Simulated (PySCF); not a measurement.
Species: diboron tetrachloride, B₂Cl₄.
Numbering: `[Cl:1][B:2]([Cl:3])[B:4]([Cl:5])[Cl:6]`

Level of theory: PySCF, TDDFT CAM-B3LYP/aug-cc-pVTZ, vertical, gas phase, core orbitals frozen in the response. Isolated species at its PBE0-D3(BJ)/def2-TZVP geometry, gas phase. Torsions of this conformer, `[Cl:1][B:2]([Cl:3])[B:4]([Cl:5])[Cl:6]`: Cl1–B2–B4–Cl5 -88°.

Orbital energies (eV): HOMO-3 -11.14, HOMO-2 -10.88, HOMO-1 -10.87, HOMO -9.91, LUMO -0.95, LUMO+1 -0.87, LUMO+2 0.30.

Lowest singlets, with some entries withheld (?). The highest level found (7.37 eV, f 0.0000 so far) is left out, since the window may have cut off a degenerate partner. Orbitals of the list HOMO-3 to LUMO+2 that lie within 0.01 eV of each other are written together with a slash and their weights summed (≥ marks a lower bound); for degenerate orbitals outside that list single weights are arbitrary.

| state | λ (nm) | f | main configurations (H = HOMO, L = LUMO) |
| --- | --- | --- | --- |
| S1 | 241.5 | 0.0049 | H→L (94%) |
| S2 | 238.1 | 0.0048 | H→L+1 (94%) |
| S3 | 208.3 | 0.0000 | H-1→L (54%), H-2→L+1 (44%) |
| S4 | 208.0 | 0.0001 | H-2→L (52%), H-1→L+1 (45%) |
| S5 | 180.6 | 0.102 | H-3→L (63%), H-4→L+1 (21%), H-5→L (12%) |
| S6 | ? | 0.105 | H-3→L+1 (51%), H-4→L (34%), H-5→L+1 (11%) |
| S7 | ? | 0.0002 | H-2→L+1 (52%), H-1→L (43%) |
| S8 | ? | 0.082 | H-1→L+1 (52%), H-2→L (45%) |
| S9 | ? | 0.0000 | H-4→L (59%), H-3→L+1 (40%) |

(1) Fill in the withheld entries.

(2) How far apart are S7 and S8, in eV and cm⁻¹?

(3) What is the mean static polarisability from the same response equations?

(4) Where do the lowest triplets lie (Tamm–Dancoff)?

Answers

(1) 
- S6: λ = 179.6 nm
- S7: λ = 179.4 nm
- S8: λ = 175.5 nm
- S9: λ = 168.8 nm

(2) 7.064 − 6.913 = 0.151 eV, or about 1220 cm⁻¹.

(3) 81.5 au (12.08 Å³), with principal values 78.7, 79.9 and 85.9 au.

(4) T1 4.55 eV, H→L (95%); T2 4.63 eV, H→L+1 (94%); T3 5.78 eV, H-2→L (52%), H-1→L+1 (45%); T4 5.79 eV, H-1→L (52%), H-2→L+1 (44%). E(S1) − E(T1) = +0.59 eV.
